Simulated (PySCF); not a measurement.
# Complete the spectrum of C5H9ClSi

C₅H₉ClSi.
SMILES: `CCC1=C[SiH2][C@@H]1Cl`

Computed, not measured: TDDFT wB97X-D/def2-SVPD, vertical, gas phase, core orbitals frozen in the response (PySCF). Geometry: GFN2-xTB, one conformer, isolated molecule. Torsions of this conformer, `[CH3:1][CH2:2][C:3]1=[CH:4][SiH2:5][C@@H:6]1[Cl:7]`: C1–C2–C3–C4 -111°.

Orbital energies (eV): HOMO-3 -10.85, HOMO-2 -10.07, HOMO-1 -9.62, HOMO -9.39, LUMO 1.29, LUMO+1 1.62, LUMO+2 2.18.

Lowest singlets, with some entries withheld (?).

```
state  ν̃ (cm⁻¹)       f  main configurations (H = HOMO, L = LUMO)
   S1      48680  0.0033                    H→L (74%), H-1→L (18%)
   S2      52470   0.012     H-2→L (50%), H→L+1 (14%), H-1→L (13%)
   S3      53730   0.015     H→L+1 (42%), H-2→L (28%), H-1→L (17%)
   S4      55050   0.178   H-1→L (34%), H→L+1 (24%), H-1→L+1 (24%)
   S5          ?   0.130                H-1→L+1 (52%), H→L+3 (14%)
   S6          ?   0.012   H-3→L (56%), H-2→L+3 (10%), H-2→L (10%)
   S7          ?   0.011                H→L+3 (46%), H-1→L+1 (15%)
   S8          ?   0.020                 H-2→L+1 (64%), H-3→L (9%)
```

Question: What stands in place of each question mark?

Answer: 
- S5: ν̃ = 56560 cm⁻¹
- S6: ν̃ = 57500 cm⁻¹
- S7: ν̃ = 57840 cm⁻¹
- S8: ν̃ = 60300 cm⁻¹

Question: How far apart are S2 and S8, in eV and cm⁻¹?

Answer: 7.476 − 6.506 = 0.970 eV, or about 7830 cm⁻¹.

Question: What is the mean static polarisability from the same response equations?

Answer: 97.2 au (14.40 Å³), with principal values 79.3, 98.2 and 114.1 au.

Question: Where do the lowest triplets lie (Tamm–Dancoff)?

Answer: T1 4.42 eV, H-1→L (47%), H→L (41%); T2 5.73 eV, H→L (41%), H-1→L (35%); T3 6.09 eV, H-2→L (68%), H-3→L (18%). E(S1) − E(T1) = +1.61 eV.
